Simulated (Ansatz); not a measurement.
Gas-phase electronic energies from Ansatz, PBE0-D4/def2-TZVP geometries. CCSD(T)/CBS adds triple-zeta CCSD(T) − MP2 to the extrapolated MP2 energy (def2 sets, frozen cores). This one scheme is used for every species. Functionals use def2-TZVPP. HSE06 is defined as in plane-wave codes. For Ga outer-core shells are correlated without core-valence functions, which leaves a few kJ/mol of doubt a bond. Scalar relativity is left out up to krypton. Each species was taken in one conformer, which may not be the lowest.

`O[SiH2][Ga]1[CH2][S]1` + H₂S → `O[SiH2]S` + `[CH2]1[S][GaH]1`  (cleavage of the Si–Ga bond)

Problem. Is it downhill or uphill in electronic energy at CCSD(T)/CBS, and by how much? (Estimate.)

Solution. The calculation gave: Downhill: ΔE = -0.42 eV.

Problem. What do these levels give: BLYP-D4, r2SCANh-D4, HSE06-D4, BHLYP-D4, ωB97X-V, PBE, r2SCAN, PBE0, HSE06, MP2/def2-SVP, CCSD/def2-SVP, MP2/CBS(def2)? (Best estimate.)

Solution. Ansatz gave: BLYP-D4 -0.36, r2SCANh-D4 -0.46, HSE06-D4 -0.42, BHLYP-D4 -0.46, ωB97X-V -0.49, PBE -0.37, r2SCAN -0.45, PBE0 -0.43, HSE06 -0.43, MP2/def2-SVP -0.44, CCSD/def2-SVP -0.39, MP2/CBS(def2) -0.48 eV.

Largest T1 diagnostic among the species: 0.015.

Leaving LDA and LC-ωPBE aside and taking each functional with its dispersion term where it has one, the values, not all of them listed here, spread over 0.16 eV, from B97M-V to BLYP-D4. LDA lies −0.04 eV from PBE without D4. At CCSD(T), def2-SVP lies +0.04 eV from the extrapolated value and def2-TZVPP −0.02 eV.
